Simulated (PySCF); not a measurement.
An equivalent PySCF input for Tc+ (technetium, charge +1), [Kr] 4d5 5s1, high-spin 7S determinant, with a scalar-relativistic core potential:

```python
from pyscf import gto, scf, dft, mp, cc
import basis_set_exchange as bse
txt = bse.get_basis("def2-QZVPPD", elements=["Tc"], fmt="nwchem", header=False)
cut = txt.index("\nECP")
mol = gto.M(atom="Tc 0 0 0", charge=1, spin=6, symmetry="D2h",
            basis=gto.basis.parse(txt[:cut]),
            ecp={"Tc": gto.basis.parse_ecp(txt[cut:])})
mf = dft.UKS(mol, xc="PBE")
mf.irrep_nelec = {'Ag': (4, 1), 'B1g': (1, 0), 'B2g': (1, 0), 'B3g': (1, 0), 'B1u': (1, 1), 'B2u': (1, 1), 'B3u': (1, 1)}
mf.kernel()
```

It reaches the same state as the run whose output follows, with an energy that differs only through the grid. The run itself started from symmetry-adapted Hartree-Fock orbitals and held the occupation by maximum overlap, on a logarithmic radial grid, so the iterations belong to that start.

```
SCF conv_tol = 1e-09
number electrons alpha = 10  beta = 4
XC functionals = PBE
    J. P. Perdew, K. Burke, and M. Ernzerhof.,  Phys. Rev. Lett. 77, 3865 (1996)
    J. P. Perdew, K. Burke, and M. Ernzerhof.,  Phys. Rev. Lett. 78, 1396 (1997)
    J. P. Perdew, K. Burke, and M. Ernzerhof.,  Phys. Rev. Lett. 77, 3865 (1996)
    J. P. Perdew, K. Burke, and M. Ernzerhof.,  Phys. Rev. Lett. 78, 1396 (1997)
cycle= 1 E= -80.4616420253227  delta_E= -0.00619  |g|= 0.0174  |ddm|= 0.439
cycle= 2 E= -80.4616744873381  delta_E= -3.25e-05  |g|= 0.0162  |ddm|= 0.0725
cycle= 3 E= -80.4617684612218  delta_E= -9.4e-05  |g|= 0.000324  |ddm|= 0.0216
cycle= 4 E= -80.4617685225568  delta_E= -6.13e-08  |g|= 6.24e-05  |ddm|= 0.000939
cycle= 5 E= -80.4617685241382  delta_E= -1.58e-09  |g|= 2.1e-07  |ddm|= 0.000135
cycle= 6 E= -80.4617685241383  delta_E= -9.95e-14  |g|= 4.62e-09  |ddm|= 3.53e-07
converged SCF energy = -80.4617685241383  <S^2> = 12.000186  2S+1 = 7.0000531
```

Energies and moments cover only the electrons outside the core potential.
